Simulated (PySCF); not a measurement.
B(Cl)(Me)(OH) (CH4BClO), SMILES CB(O)Cl. The structure is a stationary point at B3LYP-D3(BJ)/def2-SVP. One conformer was computed; it need not be the lowest.

Computed equilibrium geometry at B3LYP-D3(BJ)/def2-SVP (PySCF confirms it by a frequency run) as a Z-matrix, and its point group (one conformer of several):
point group Cs.
```
B
O 1 1.3479
H 2 0.9671 1 113.61
C 1 1.5634 2 121.47 3 180.00
H 4 1.0999 1 112.09 2 0.00
H 4 1.1031 5 108.87 1 -122.40
H 4 1.1031 5 108.87 6 -115.21
Cl 1 1.7987 2 118.37 3 0.00
```
